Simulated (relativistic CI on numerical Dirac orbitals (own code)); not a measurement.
Line list: Electric-dipole lines, La⁵⁴⁺

Computed by Dirac-Coulomb-Breit CI, KLI orbitals optimised for each configuration, a model potential for QED, unscaled Slater integrals (own radial code, finite nucleus).

Configurations in the expansion (outside the closed core 1s2): 2s, 2p, 3s, 3p, 3d, 4s, 4p, 4d, 4f, 5s, 5p, 5d, 5f, 5g, 6s, 6p, 6d. Levels of other configurations are missing.

```
λ vac (nm)            Lower            Upper   A (s⁻¹)  log gf  S velocity/length
   0.15807   2p 2P°_3/2 [3]   4d 2D_5/2 [13]  1.91e+14   -0.37               1.00
   0.19416    2s 2S_1/2 [1]   3p 2P°_3/2 [6]  1.91e+14   -0.37               1.00
   0.19784   2p 2P°_1/2 [2]    3d 2D_3/2 [7]  5.31e+14    0.10               1.00
   0.21239   2p 2P°_3/2 [3]    3d 2D_5/2 [8]  5.91e+14    0.38               1.00
   0.41456   3p 2P°_3/2 [6]   5d 2D_5/2 [20]  3.14e+13   -0.31               1.00
   0.41604    3d 2D_3/2 [7]  5f 2F°_5/2 [21]  4.01e+13   -0.20               1.00
   0.42137    3d 2D_5/2 [8]  5f 2F°_7/2 [23]  4.16e+13   -0.05               1.00
   0.56035    3s 2S_1/2 [4]  4p 2P°_3/2 [11]  2.43e+13   -0.34               1.00
   0.56833   3p 2P°_1/2 [5]   4d 2D_3/2 [12]  5.30e+13    0.01               1.00
   0.60210   3p 2P°_3/2 [6]   4d 2D_5/2 [13]  6.40e+13    0.32               1.00
   0.60520    3d 2D_3/2 [7]  4f 2F°_5/2 [14]  1.20e+14    0.60               1.00
   0.61524    3d 2D_5/2 [8]  4f 2F°_7/2 [15]  1.26e+14    0.76               1.00
    1.2353  4p 2P°_1/2 [10]   5d 2D_3/2 [19]  1.05e+13   -0.02               1.00
    1.2997  4p 2P°_3/2 [11]   5d 2D_5/2 [20]  1.33e+13    0.31               1.00
    1.3057   4d 2D_3/2 [12]  5f 2F°_5/2 [21]  2.22e+13    0.53               1.00
    1.3244   4d 2D_5/2 [13]  5f 2F°_7/2 [23]  2.37e+13    0.70               1.00
    1.3247  4f 2F°_5/2 [14]   5g 2G_7/2 [22]  3.79e+13    0.90               1.00
    1.3333  4f 2F°_7/2 [15]   5g 2G_9/2 [24]  3.89e+13    1.02               1.00
    2.2848  5p 2P°_1/2 [17]   6d 2D_3/2 [28]  3.07e+12   -0.02               1.00
    2.3940  5p 2P°_3/2 [18]   6d 2D_5/2 [29]  3.99e+12    0.31               1.00
```

Terms are leading LS components. Brackets give the number of a level in order of energy, since labels repeat. The list gives strong lines, with weight on those to low levels. Levels whose partners in the same complex of configurations lie outside the list can be far off, and so can their lines. Rates are taken at the computed energies, electric ones in the length gauge. A velocity-to-length ratio far from 1 marks an uncertain rate.

At this charge energies of transitions that change n are usually good to better than 1 %, and those within a shell (Δn = 0) to a few per cent.

Question: From the table, what is the radiative lifetime of 4d 2D_5/2?

Answer: The listed rates from this level add up to about 2.55e+14 s⁻¹, 100 % of its decay; with all channels τ = 3.91e-15 s.
